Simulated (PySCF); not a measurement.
The dipole of `C/N=C/C1=CC=CS1` from its density and from atomic charges.

Coordinates (PBE0-D3(BJ)/def2-SVP, Å) and charges (e) from the PBE0/pcSseg-1 density (PySCF):

```csv
atom,x,y,z,Mulliken,IAO,Hirshfeld,ESP-fitted
C1,3.196,-0.014,-0.340,-0.1112,-0.2955,-0.0702,-0.1971
N2,1.816,0.308,-0.534,-0.4401,-0.2791,-0.1555,-0.3645
C3,0.943,-0.280,0.176,+0.2232,+0.0218,+0.0245,+0.3828
C4,-0.477,-0.016,0.044,-0.4220,-0.1712,-0.0428,-0.2545
C5,-1.516,-0.588,0.747,-0.0149,-0.1744,-0.0667,-0.0008
C6,-2.786,-0.092,0.353,-0.0524,-0.1842,-0.0750,-0.3387
C7,-2.685,0.849,-0.642,-0.2732,-0.3101,-0.0771,-0.0719
S8,-1.059,1.137,-1.106,+0.3553,+0.3768,+0.1214,+0.0294
H9,3.757,0.900,-0.081,+0.1253,+0.1549,+0.0490,+0.1209
H10,3.629,-0.379,-1.286,+0.1252,+0.1549,+0.0490,+0.1202
H11,3.379,-0.774,0.447,+0.0835,+0.1066,+0.0318,+0.0663
H12,1.211,-1.036,0.944,+0.0759,+0.1056,+0.0416,+0.0175
H13,-1.360,-1.342,1.521,+0.0900,+0.1593,+0.0560,+0.1265
H14,-3.734,-0.413,0.785,+0.1005,+0.1612,+0.0560,+0.1959
H15,-3.494,1.391,-1.129,+0.1350,+0.1734,+0.0579,+0.1680
```

**Question.** What dipole does each set of charges give (1 e·Å = 4.803 D), and what does the density give?

**Answer.** The full density gives (-0.30, -1.11, 1.19) D, 1.66 D in size; dipole vectors point from the negative to the positive end.

```json
{"scheme": "Mulliken", "μx": "0.54", "μy": "-0.27", "μz": "0.23", "size (D)": "0.65", "share of the full size (%)": "39", "angle to the full dipole (°)": "68"}
{"scheme": "IAO", "μx": "0.34", "μy": "0.24", "μz": "-0.28", "size (D)": "0.50", "share of the full size (%)": "30", "angle to the full dipole (°)": "148"}
{"scheme": "Hirshfeld", "μx": "-0.20", "μy": "0.03", "μz": "-0.01", "size (D)": "0.21", "share of the full size (%)": "12", "angle to the full dipole (°)": "86"}
{"scheme": "ESP-fitted", "μx": "-0.28", "μy": "-1.11", "μz": "1.20", "size (D)": "1.66", "share of the full size (%)": "100", "angle to the full dipole (°)": "1"}
```

**Question.** Which set comes closest?

**Answer.** Length of the difference vector: ESP-fitted 0.03 D, Mulliken 1.53 D, Hirshfeld 1.65 D, IAO 2.09 D. Closest: ESP-fitted. The schemes that divide the density aren't constrained to reproduce the dipole.

**Question.** What is left for the Hirshfeld atoms' own dipoles?

**Answer.** The Hirshfeld atoms' densities add up to the full density, so μ = Σ q r + Σ (atomic dipoles). The atomic dipoles sum to (-0.30, -1.11, 1.19) − (-0.20, 0.03, -0.01) = (-0.10, -1.14, 1.20) D, 1.65 D in size.

**Question.** With the origin at the mean of the coordinates, (0.055, -0.023, -0.007) Å, which are the largest single terms, by size, of the IAO dipole along the direction of the full one?

**Answer.** S8 -2.47, H13 +1.72, N2 +1.24, H14 +1.18, C1 +1.17 D; all 15 atoms together -0.42 D. The single terms depend on the origin, their sum doesn't.

**Question.** Give the size of the full dipole in other units.

**Answer.** 1.66 D = 0.651 au = 0.345 e·Å = 5.52 × 10⁻³⁰ C·m.

The structure is a single PBE0-D3(BJ)/def2-SVP conformer in the gas phase; no vibrational or solvent corrections.

The run behind these numbers computed NMR shieldings as well. On one thread of an Arm Neoverse V1 (shared host), this took 22 s.

The values belong to the conformer `[CH3:1]/[N:2]=[CH:3]/[c:4]1[cH:5][cH:6][cH:7][s:8]1`: N2–C3–C4–C5 180°.
